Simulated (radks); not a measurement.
All-electron atom: Te I in [Kr] 4d10 5s2 5p4.

Calculated with a radial shooting solver on a logarithmic mesh with Libxc functionals: Dirac Kohn-Sham, BLYP, spin-unpolarised, spherical densities, finite nucleus; open shells fill j = l - 1/2 first; Fermi nuclear charge, rms radius 4.7423 fm.

Energy parts (eV):
part                       energy
total                 -184963.153
kinetic                195607.020
electron-nucleus      -449303.102
Hartree                 73541.671
exchange-correlation    -4808.742

Orbitals (lengths in bohr, moments of r in powers of bohr; <r^-3> diverges for s and p1/2):
| orbital | occ. | eigenvalue (eV) | <r^2> | <r^-3> |
|---|---|---|---|---|
| 1s1/2 | 2 | -31608.85 | 0.001048 | - |
| 2s1/2 | 2 | -4845.430 | 0.01688 | - |
| 2p1/2 | 2 | -4540.337 | 0.01250 | - |
| 2p3/2 | 4 | -4265.721 | 0.01379 | 4908 |
| 3s1/2 | 2 | -963.7320 | 0.1186 | - |
| 3p1/2 | 2 | -838.2364 | 0.1133 | - |
| 3p3/2 | 4 | -787.0680 | 0.1216 | 933.7 |
| 3d3/2 | 4 | -565.5096 | 0.1030 | 148.6 |
| 3d5/2 | 6 | -554.8078 | 0.1054 | 137.8 |
| 4s1/2 | 2 | -163.7285 | 0.6610 | - |
| 4p1/2 | 2 | -120.5936 | 0.7331 | - |
| 4p3/2 | 4 | -110.8499 | 0.7868 | 177.9 |
| 4d3/2 | 4 | -42.0748 | 1.097 | 20.87 |
| 4d5/2 | 6 | -40.6059 | 1.126 | 19.16 |
| 5s1/2 | 2 | -14.8585 | 4.942 | - |
| 5p1/2 | 2 | -6.2566 | 7.855 | - |
| 5p3/2 | 2 | -5.4631 | 8.739 | 14.18 |

The highest occupied level is 5p3/2 at -5.463 eV. Summed over all electrons, <r^2> = 62.26 bohr^2, which gives a Langevin (diamagnetic) susceptibility term of -49.3 x 10^-6 cm^3/mol. The density falls to 0.001 e/bohr^3 at r = 4.63 bohr.
